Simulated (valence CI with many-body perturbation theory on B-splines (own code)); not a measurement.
**Which ion has this spectrum?**

A relativistic CI+MBPT calculation for an atom or ion with 15 electrons gives these levels (cm⁻¹):

| J | Parity | E | g |
| --- | --- | --- | --- |
| 3/2 | odd | 0 | 1.47 |
| 3/2 | odd | 250834 | 1.38 |
| 5/2 | odd | 302852 | 1.20 |
| 1/2 | odd | 367983 | 0.66 |
| 3/2 | odd | 622291 | 1.26 |
| 5/2 | even | 900635 | 1.52 |
| 3/2 | even | 962555 | 0.96 |
| 1/2 | even | 1040651 | 2.35 |
| 3/2 | even | 1069490 | 1.11 |
| 5/2 | even | 1111027 | 1.17 |
| 3/2 | even | 1192322 | 1.28 |
| 5/2 | even | 1226964 | 1.11 |
| 3/2 | even | 1227995 | 1.02 |
| 1/2 | even | 1236157 | 0.39 |

The energies are calculated, and their last digits are not significant.

Task: Which is it?
A. Cd33+
B. Ru29+
C. Rh30+
D. Pd31+

Result: D. Pd31+, ground level (3s^2 3p1/2^2 3p3/2) J=3/2.
